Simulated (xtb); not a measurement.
Cl3Te, charge +1, singlet, at a GFN2-xTB geometry; GFN-FF in xtb.

The xtb input:
```
$ xtb mol.xyz --gfnff --chrg 1 --json

# file mol.xyz
4

Te     0.08225096     0.43564390     0.27167275
Cl     1.90482649    -0.61409172    -0.60663619
Cl    -0.91590711    -1.30425174     1.35407593
Cl    -1.24051054     0.58578566    -1.57843873
```

Output, abridged:

```
   ID    Z sym.   atoms
    1   52 Te     1
    2   17 Cl     2-4

           -------------------------------------------------
          |                Calculation Setup                |
           -------------------------------------------------

          ==================== Thresholds ====================
          CN  :   150.00000
          rep :   500.00000
          disp:  2500.00000
          HB1 :   250.00000
          HB2 :   450.00000

          Pauling EN used:
          Z :17  EN :  3.16
          Z :52  EN :  2.10
          electric field strengths (au): 0.000

           -------------------------------------------------
          |           Force Field Initialization            |
           -------------------------------------------------

          distances ...
          ----------------------------------------
          generating topology and atomic info file ...
          pair mat ...
          computing topology distances matrix with Floyd-Warshall algo ...
          making topology EEQ charges ...
          #fragments for EEQ constrain: 1
          ----------------------------------------
          generating topology and atomic info file ...
          pair mat ...
          computing topology distances matrix with Floyd-Warshall algo ...
          making topology EEQ charges ...
          #fragments for EEQ constrain: 1
          rings ...
          # BATM   0
          # H in HB   0

  atom   neighbors  erfCN metchar sp-hybrid imet pi  qest     coordinates
    1  Te      3    2.77   0.01         3    0    0   0.468    0.155432    0.823248    0.513387
    2  Cl      1    0.97   0.00         0    0    0   0.177    3.599600   -1.160465   -1.146376
    3  Cl      1    0.97   0.00         0    0    0   0.177   -1.730814   -2.464679    2.558833
    4  Cl      1    0.97   0.00         0    0    0   0.177   -2.344225    1.106974   -2.982817

          #atoms :   4
          #bonds :   3
          #angl  :   3
          #tors  :   0
          #nmol  :   1
          #optfrag :   1
           -------------------------------------------------
          |                   G F N - F F                   |
          |          A general generic force-field          |
          |                  Version 1.0.3                  |
           -------------------------------------------------
          Number of HB bonds (bound hydrogen)     0
          Number of HB bonds (unbound hydrogen)   0
          Number of XB bonds                      0

         :::::::::::::::::::::::::::::::::::::::::::::::::::::
         ::                     SUMMARY                     ::
         :::::::::::::::::::::::::::::::::::::::::::::::::::::
         :: total energy               1.312191726457 Eh    ::
         :: gradient norm              0.057261613054 Eh/a0 ::
         ::.................................................::
         :: bond energy               -0.110002283490 Eh    ::
         :: angle energy               0.009531827372 Eh    ::
         :: torsion energy             0.000000000000 Eh    ::
         :: repulsion energy           0.026171283448 Eh    ::
         :: electrostat energy         1.389615111772 Eh    ::
         :: dispersion energy         -0.003124212645 Eh    ::
         :: HB energy                  0.000000000000 Eh    ::
         :: XB energy                  0.000000000000 Eh    ::
         :: bonded atm energy          0.000000000000 Eh    ::
         :: external energy            0.000000000000 Eh    ::
         :: add. restraining           0.000000000000 Eh    ::
         :: total charge               1.000000000000 e     ::
         :::::::::::::::::::::::::::::::::::::::::::::::::::::

           -------------------------------------------------
          |                Property Printout                |
           -------------------------------------------------

molecular dipole:
                 x           y           z       tot (Debye)
 q only:        0.008       0.042       0.026       0.126

           -------------------------------------------------
          | TOTAL ENERGY                1.312191726457 Eh   |
          | GRADIENT NORM               0.057261613054 Eh/α |
           -------------------------------------------------
########################################################################
[WARNING] Runtime exception occurred
-1- gfnff_setup: Could not read topology file.
########################################################################

normal termination of xtb
```
